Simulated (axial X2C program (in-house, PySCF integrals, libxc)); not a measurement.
# Which molecule has these constants?

All values come from calculations with an in-house relativistic program for diatomic molecules, spin-free (one-electron X2C) or two-component (2c: spin–orbit coupling with atomic mean-field Coulomb and Gaunt terms, which also bring small scalar terms), in Dyall basis sets with cores contracted in-house; open shells are unrestricted.

A two-component PBE0 calculation in a Dyall 3-zeta basis gave Re = 1.363 Å, ωe = 1258.2 cm⁻¹, De = 6.11 eV, dipole magnitude 1.18 D, Ω = 1/2.

Which molecule is it?
A. SrF
B. CaF
C. BeF

C. The others have CaF 1.938 Å and 595.5 cm⁻¹ (Ω = 1/2); SrF 2.064 Å and 506.6 cm⁻¹ (Ω = 1/2).

Each entry is the lowest single determinant of a limited PBE0 search at one distance. De goes to single-determinant-based atoms at the same level (for ions the charge split of lowest energy) and is withheld (n/a) where an atom does not fit its ground term or J level. Main or longest-lived isotopes. Some light 2c atoms are not at their ground J level, so De misses part of their lowering (0.04 eV or less). The functionals have no current term, which raises determinants with orbital currents.
